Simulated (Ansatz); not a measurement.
Rb5H4. Charge 0, multiplicity 2. Geometry B3LYP-D4/def2-SVP, basis def2-TZVP, Ansatz.

```xyz
9

Rb    1.3030    4.3267   -0.5209
Rb    2.5220    1.2471    3.2994
Rb    0.1031   -3.1071    2.1234
Rb   -1.5652    2.0340   -3.8060
Rb   -2.4364   -2.7162   -2.3088
H    -2.3665   -0.4285   -3.6105
H     2.2650    3.2864    1.6541
H     1.5267   -1.1765    3.2125
H    -1.3518   -3.4660   -0.0432
```

```csv
run,HOMO (eV),LUMO (eV)
A,-2.07,-1.24
B,-2.19,-1.32
C,-3.93,0.25
D,-3.72,0.46
E,-2.07,-1.56
F,-2.52,-1.00
```

In the def2 sets Rb takes a core potential; there is no spin–orbit coupling. LC-ωPBE has ω = 0.4 bohr⁻¹. HSE06 is defined as in plane-wave codes, on full-range PBE exchange. Another isomer (doublet) lies 0.98 eV lower at PBE0-D4/def2-TZVP; other spin states weren't run for this one.

HOMO and LUMO are taken over both spins.

Task: The runs used HSE06, LC-ωPBE, PBE, PBE0, r2SCAN, ωB97X-V. Estimate which is which.

Result: A r2SCAN (0 % exact exchange); B HSE06 (range-separated); C LC-ωPBE (range-separated); D ωB97X-V (range-separated); E PBE (0 % exact exchange); F PBE0 (25 % exact exchange). Exact exchange lowers occupied and raises empty levels; among semilocal functionals meta-GGAs tend to open the gap a little, and such runs are hard to tell apart. The gap grows from 0.51 eV (PBE) to 4.18 eV (ωB97X-V).
